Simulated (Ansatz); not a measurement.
Basis-set series for CH₆BNO, SMILES `NCBO`. The species carries charge 0 and has multiplicity 1. All single points use the PBE0-D4/def2-TZVP geometry. It is a higher conformer; a search finds a lower one.

```
functional       basis  functions  energy (Eh)  HOMO (eV)  LUMO (eV)
   PBE0-D4  def2-TZVPP        208   -196.43362      -6.59      -0.09
   PBE0-D4  def2-QZVPP        408   -196.44542      -6.64      -0.21
   ωB97M-V  def2-TZVPP        208   -196.57641      -8.94       1.72
   ωB97M-V  def2-QZVPP        408   -196.58776      -8.99       1.37
```

(1) Give the rows for def2-SVP. (An estimate is asked.)

## Answers

(1) The calculation gave: 
| functional | basis | functions | energy (Eh) | HOMO (eV) | LUMO (eV) |
| --- | --- | --- | --- | --- | --- |
| PBE0-D4 | def2-SVP | 86 | -196.20459 | -6.32 | 0.20 |
| ωB97M-V | def2-SVP | 86 | -196.33835 | -8.65 | 2.26 |

Positive LUMOs are unbound and depend on the basis.

Program: Ansatz 0.2.0.
